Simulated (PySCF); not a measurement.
Distorted geometries of [Os3]−

[Os3]− (doublet). PySCF 2.14.0, UKS PBE0, Os def2-SVP with ECP60; non-relativistic Hamiltonian with scalar-relativistic core potentials where named; density fitting; no spin-orbit coupling. Relaxed geometry:

```xyz
3

Os    0.0000    0.0000    2.2532
Os    0.0000    0.0000   -0.0179
Os    0.0000    0.0000   -2.2353
```

Task: Order these distorted geometries by energy above the relaxed one, lowest first.
A.
```xyz
3

Os   -0.1281   -0.0253    2.2327
Os    0.0912    0.2953    0.0216
Os    0.0370   -0.2700   -2.2543
```
B.
```xyz
3

Os    0.0871   -0.0155    2.2795
Os   -0.0585    0.0291   -0.0781
Os   -0.0286   -0.0136   -2.2014
```
C.
```xyz
3

Os   -0.1506    0.0624    2.2222
Os    0.0381   -0.1956   -0.1191
Os    0.1125    0.1331   -2.1031
```

Result: A (0.13 eV), B (0.16 eV), C (0.66 eV).

Task: Which forces (eV/Å) act in the one that lies 0.13 eV up?

Result: 
```
Os  -0.03 -0.06  0.21
Os  -0.01 -0.38 -2.15
Os   0.05  0.44  1.94
```
Forces carry noise of the integration grid, about 0.01 to 0.03 eV/Å.

A frequency check found unstable modes (2, the lowest at -25 cm⁻¹), so the relaxed geometry is a saddle point, or these are noise. The relaxed state is spin-contaminated (spin squared 3.02 against 0.75). Open shells may have lower solutions than the one found.
